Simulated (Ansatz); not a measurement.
Two structures of Si2H7ClO, closed shell, reached by relaxing down either side of one saddle point (PBE0-D4/def2-TZVP). Energies are electronic, without zero-point energy. Program: Ansatz 0.2.0. Basis: def2-TZVPP and def2-QZVPP. Cores are frozen in the correlated methods. Extrapolation: Hartree–Fock as exp(−7.88 √X), correlation as X^−2.97. First:

| atom | x (Å) | y (Å) | z (Å) |
| --- | --- | --- | --- |
| Si1 | -1.0469 | 0.8917 | -0.8011 |
| H2 | -0.0267 | 1.9367 | -1.1121 |
| O3 | -0.3089 | -0.5467 | -0.6196 |
| Si4 | 0.2614 | -1.7024 | 0.3929 |
| H5 | -1.9967 | 0.8166 | -1.9368 |
| H6 | -1.7601 | 1.2869 | 0.4407 |
| H7 | 1.5224 | 1.9543 | 0.2462 |
| Cl8 | 2.0742 | 1.5343 | 1.3260 |
| H9 | -0.0812 | -1.3679 | 1.7990 |
| H10 | 1.7321 | -1.8086 | 0.2396 |
| H11 | -0.3697 | -2.9949 | 0.0251 |

Second:

```xyz
11
angstrom
Si -1.2549 0.9947 0.5431
H 1.2657 0.8442 -2.1077
O -0.7284 -0.5281 0.4108
Si 0.4993 -1.5994 0.2166
H -1.6260 1.5287 -0.7844
H -2.3841 1.0339 1.4943
H 1.4308 1.3044 -1.5429
Cl 0.2311 2.1977 1.2928
H 0.1803 -2.8098 1.0112
H 1.7755 -1.0052 0.6847
H 0.6106 -1.9609 -1.2186
```

Problem. Which bonds change from the first to the second?

Solution. Si₂H₆O ([SiH3][O][SiH3]) + HCl → Si₂H₅ClO ([SiH3][O][SiH2][Cl]) + H₂; bonds formed: Si1–Cl8, H2–H7; bonds broken: Si1–H2, H7–Cl8.

Problem. Give the saddle point's structure and its height above each. (To be estimated.)

Solution. Computed: 34.00 kcal/mol above the first and 54.85 kcal/mol above the second (CCSD(T) at an estimated basis limit (MP2 extrapolated from triple and quadruple zeta, plus CCSD(T) − MP2 in triple zeta)).
| atom | x (Å) | y (Å) | z (Å) |
| --- | --- | --- | --- |
| Si1 | -0.7681 | 0.9295 | -0.4626 |
| H2 | 0.2906 | 2.0752 | -1.1816 |
| O3 | -0.4884 | -0.6506 | -0.4097 |
| Si4 | 0.3310 | -1.7961 | 0.4746 |
| H5 | -1.4659 | 1.0785 | -1.7659 |
| H6 | -1.5175 | 1.6460 | 0.5789 |
| H7 | 0.7616 | 1.9202 | -0.4373 |
| Cl8 | 1.2364 | 1.2588 | 1.0934 |
| H9 | 0.1254 | -1.5944 | 1.9262 |
| H10 | 1.7669 | -1.7795 | 0.1215 |
| H11 | -0.2721 | -3.0874 | 0.0624 |

No T1 diagnostic of these runs exceeds 0.013.

Labels in which every atom is bracketed show which atoms are joined, not bond orders.

For scale, one of the runs: CCSD(T)/def2-TZVPP, 255 basis functions, launched by `ansatz run in.yaml --threads 4 --pin off --events-out ev --progress --plain --max-ram 9574MiB`. Hardware: 4 CPU threads of an AMD EPYC, shared host. Wall time 3.1 min; peak host memory 5.2 GiB.
